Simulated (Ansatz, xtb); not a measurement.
System: P2H4 (charge +1, doublet). 
Structure (B3LYP-D3(BJ)/def2-TZVP (Ansatz, a first-principles code) minimum search):
```
P
H 1 1.4103
H 1 1.4103 2 102.54
P 1 2.1485 2 102.94 3 106.64
H 4 1.4103 1 102.94 2 -180.00
H 4 1.4103 5 102.54 1 106.64
```
Charge +1, spin multiplicity 2.

Harmonic wavenumbers from GFN2-xTB (xtb, at its own minimum), cm⁻¹: 236, 350, 474, 502, 667, 779, 986, 988, 2245, 2247, 2303, 2313.

### Question
Give the harmonic wavenumbers at B3LYP-D3(BJ)/def2-TZVP (Ansatz, finite differences of forces, unscaled).

### Answer
280, 390, 477, 566, 805, 823, 1060, 1061, 2430, 2435, 2460, 2468 cm⁻¹. Zero-point energy 21.8 kcal/mol.

### Question
From these and the geometry, give the ideal-gas thermochemistry at 298.15 K and 1 atm (rigid rotor, harmonic oscillator).

### Answer
Point group C2h, rotational symmetry number 2. Rotational constants 68.85, 6.162, 5.985 GHz. S(trans) 38.48, S(rot) 20.99, S(vib) 4.30, S(elec, spin only) 1.38, S 65.1 cal/(mol K). H(298) - H(0) 3.24 kcal/mol; G - E(el) 5.6 kcal/mol.
